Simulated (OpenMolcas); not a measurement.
Ta2+.

```
Program             : OpenMolcas 26.06
Basis               : ANO-RCC-VQZP [9s8p6d4f3g2h]
Scalar Hamiltonian  : DKH2, point nucleus
Active space        : 3 electrons in 5 orbitals (5d)
State averaging     : 2S+1 = 4 even, 10 roots; 2S+1 = 2 even, 40 roots
Spin-orbit coupling : RASSI with atomic mean-field integrals over the reference wave functions, term energies averaged over their components
```

Two sets of levels on these reference wave functions, in cm⁻¹ above 5d³ ⁴F_3/2: one from CASSCF and one from MS-CASPT2, IPEA 0.25 Eh, imaginary shift 0.1 Eh (closed shells correlated: 5s 5p).

| Level | Set 1 | Set 2 |
| --- | --- | --- |
| 5d³ ⁴F_3/2 | 0.0 | 0.0 |
| 5d³ ⁴F_5/2 | 2410 | 2720 |
| 5d³ ⁴F_7/2 | 4950 | 5220 |
| 5d³ ⁴F_9/2 | 7310 | 7240 |
| 5d³ ²G_7/2 | 14760 | 12290 |
| 5d³ ⁴P_5/2 | 16030 | 14590 |
| 5d³ ²H_11/2 | 20640 | 18310 |
| 5d³ ²D_5/2(1) | 22650 | 18880 |
| 5d³ ²F_7/2 | 29440 | 24150 |
| 5d³ ²F_5/2 | 29700 | 24270 |
| 5d³ ²D_5/2(2) | 44380 | 36730 |
| 5d³ ²D_3/2(2) | 44770 | 37290 |

Which set is which?

Set 2 is MS-CASPT2. Its levels of the other terms of 5d³ lie at 0.82 to 0.91 of the other set's values, as expected, since terms of lower spin or lower L gain more correlation energy than the Hund ground term.

Term energies are means over components that CASPT2 splits; among the terms shown or strongly mixed into the levels shown the widest spread is 810 cm-1 (5d³ ²H, MS-CASPT2). Configurations with an s electron lie low in 5d ions of this charge, fall among these levels and mix in, so low-spin terms can stand far too high, up to twice their true height, and weights are not those of the real levels. Without dynamic correlation excited terms often stand tens of per cent too high (terms of higher spin than the ground term too low), and those without a measured partner can miss by more than the paired ones (holds for CASSCF). The CASPT2 spread within a term exceeds the gap to the next term for 5d³ ²D(1) and 5d³ ²H, so the order of their levels is uncertain (holds for MS-CASPT2). Only configurations of the active space appear. Levels that lie high or do not pair safely by name in every column are left out.

A number in round brackets counts repeated terms of one configuration in the order of the reference energies.
